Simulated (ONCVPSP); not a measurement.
Ranking ONCV potentials for vanadium

All share these settings but for the change named:

ONCVPSP 4.0.1 input, shortened (lines: element, Z, core and valence counts, functional; n l f; lmax; l rc ep ncon nbas qcut; lloc lpopt rc5 dvloc0; l nproj debl; icmod fcfact rcfact), PBE, scalar-relativistic:

```
  V 23.00    3    4        4      upf
    1    0    2.00
    2    0    2.00
    2    1    6.00
    3    0    2.00
    3    1    6.00
    3    2    3.00
    4    0    2.00
    2
    0    1.25    0.00    4    7   10.90
    1    1.65    0.00    4    8    8.80
    2    1.25    0.00    4    9   14.00
    4    5    1.15    6.00
    0    3    3.20
    1    3    3.40
    2    3    1.50
    0    0.00    0.00
```

Test errors are all-electron minus pseudo excitation energies from the reference, over 3s2 3p6 3d3 4s1; 3s2 3p6 3d3 4s0; 3s2 3p6 3d2 4s0; 3s1 3p6 3d3 4s2. None of these files shows a bound ghost.

The base gives 22.3 meV.

Of 7 variants that were run, those that failed, showed a ghost or another fault, or gave nearly equal values are left out.

Q: Rank these variants by their largest absolute test error, smallest first.
A. s: qcut 8.4
B. s: qcut 7
C. s: qcut 12.2
D. s: qcut 9.4

A: C (16.1 meV), D (28.8 meV), A (33.7 meV), B (41.4 meV).
